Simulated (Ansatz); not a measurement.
Born–Oppenheimer molecular dynamics of C3H7Li (11 atoms, charge 0, multiplicity 1). It goes on from the last frame of an earlier run, with new velocities.

Method: Ansatz, RKS PBE0/STO-3G.

```
ensemble                      : NVE (velocity Verlet)
time step                     : 1 fs
steps asked                   : 400
starting velocities drawn for : 1000 K
seed                          : 118062
```

First frame:

```xyz
11
Properties=species:S:1:pos:R:3
Li -2.193 0.959 -0.365
C -0.234 0.551 -0.135
C 0.097 0.100 1.322
C 0.222 -0.539 -1.201
H 0.437 1.405 -0.331
H -0.320 0.788 2.059
H 1.208 -0.014 1.460
H -0.355 -0.856 1.580
H -0.108 -0.295 -2.228
H -0.221 -1.529 -1.022
H 1.307 -0.673 -1.165
```

**Question.** What does the run give?

**Answer.** All steps were run.

```json
{"steps done": "400", "time covered": "400 fs", "mean temperature over the second half": "544 K", "spread of the potential energy over the second half": "13.0 meV per atom", "mean potential energy of the second half above the start": "49.0 meV per atom"}
```

The conserved energy stayed within 1.7 meV per atom of its start (net change 0.85 meV per atom), so the integration is sound. The temperature averaged 0.54 of the 1000 K drawn at the start: a run that starts near a minimum puts about half its kinetic energy into the potential. A run of 0.4 ps of so small a system gives no equilibrium averages. Limits of this set-up: minimal basis.

**Question.** What happens to the structure?

**Answer.** The same pairs are bonded in the first frame and the last. Pairs count as bonded within 1.25 times the sum of covalent radii (0.12 Å more for H–H). Another seed would give other details.

**Question.** How do temperature and energy run in time?

**Answer.** 
```json
{"time (fs)": "0.0", "T (K)": "1000", "potential energy less start (eV)": "0.000", "conserved less start (meV/atom)": "0.00"}
{"time (fs)": "13.0", "T (K)": "544", "potential energy less start (eV)": "0.538", "conserved less start (meV/atom)": "0.65"}
{"time (fs)": "26.0", "T (K)": "394", "potential energy less start (eV)": "0.719", "conserved less start (meV/atom)": "1.26"}
{"time (fs)": "39.0", "T (K)": "487", "potential energy less start (eV)": "0.608", "conserved less start (meV/atom)": "1.08"}
{"time (fs)": "52.0", "T (K)": "772", "potential energy less start (eV)": "0.268", "conserved less start (meV/atom)": "0.24"}
{"time (fs)": "65.0", "T (K)": "536", "potential energy less start (eV)": "0.550", "conserved less start (meV/atom)": "0.90"}
{"time (fs)": "78.0", "T (K)": "441", "potential energy less start (eV)": "0.665", "conserved less start (meV/atom)": "1.29"}
{"time (fs)": "91.0", "T (K)": "666", "potential energy less start (eV)": "0.398", "conserved less start (meV/atom)": "0.83"}
{"time (fs)": "104.0", "T (K)": "466", "potential energy less start (eV)": "0.628", "conserved less start (meV/atom)": "0.66"}
{"time (fs)": "117.0", "T (K)": "709", "potential energy less start (eV)": "0.350", "conserved less start (meV/atom)": "0.98"}
{"time (fs)": "130.0", "T (K)": "424", "potential energy less start (eV)": "0.683", "conserved less start (meV/atom)": "1.25"}
{"time (fs)": "143.0", "T (K)": "474", "potential energy less start (eV)": "0.623", "conserved less start (meV/atom)": "0.98"}
{"time (fs)": "156.0", "T (K)": "720", "potential energy less start (eV)": "0.326", "conserved less start (meV/atom)": "0.04"}
{"time (fs)": "169.0", "T (K)": "541", "potential energy less start (eV)": "0.544", "conserved less start (meV/atom)": "0.86"}
{"time (fs)": "182.0", "T (K)": "526", "potential energy less start (eV)": "0.566", "conserved less start (meV/atom)": "1.35"}
{"time (fs)": "195.0", "T (K)": "493", "potential energy less start (eV)": "0.595", "conserved less start (meV/atom)": "0.43"}
{"time (fs)": "208.0", "T (K)": "567", "potential energy less start (eV)": "0.511", "conserved less start (meV/atom)": "0.66"}
{"time (fs)": "221.0", "T (K)": "419", "potential energy less start (eV)": "0.686", "conserved less start (meV/atom)": "0.96"}
{"time (fs)": "234.0", "T (K)": "535", "potential energy less start (eV)": "0.552", "conserved less start (meV/atom)": "1.03"}
{"time (fs)": "247.0", "T (K)": "499", "potential energy less start (eV)": "0.589", "conserved less start (meV/atom)": "0.58"}
{"time (fs)": "260.0", "T (K)": "509", "potential energy less start (eV)": "0.578", "conserved less start (meV/atom)": "0.64"}
{"time (fs)": "273.0", "T (K)": "560", "potential energy less start (eV)": "0.524", "conserved less start (meV/atom)": "1.13"}
{"time (fs)": "286.0", "T (K)": "600", "potential energy less start (eV)": "0.475", "conserved less start (meV/atom)": "0.88"}
{"time (fs)": "299.0", "T (K)": "647", "potential energy less start (eV)": "0.416", "conserved less start (meV/atom)": "0.44"}
{"time (fs)": "312.0", "T (K)": "431", "potential energy less start (eV)": "0.670", "conserved less start (meV/atom)": "0.75"}
{"time (fs)": "325.0", "T (K)": "620", "potential energy less start (eV)": "0.453", "conserved less start (meV/atom)": "0.95"}
{"time (fs)": "338.0", "T (K)": "574", "potential energy less start (eV)": "0.508", "conserved less start (meV/atom)": "1.13"}
{"time (fs)": "351.0", "T (K)": "859", "potential energy less start (eV)": "0.164", "conserved less start (meV/atom)": "0.03"}
{"time (fs)": "364.0", "T (K)": "435", "potential energy less start (eV)": "0.663", "conserved less start (meV/atom)": "0.47"}
{"time (fs)": "377.0", "T (K)": "558", "potential energy less start (eV)": "0.529", "conserved less start (meV/atom)": "1.36"}
{"time (fs)": "390.0", "T (K)": "585", "potential energy less start (eV)": "0.488", "conserved less start (meV/atom)": "0.50"}
```

Time of the run: 8.3 min on 1 thread of Arm Neoverse V1 (shared host), peak memory 0.08 GiB.
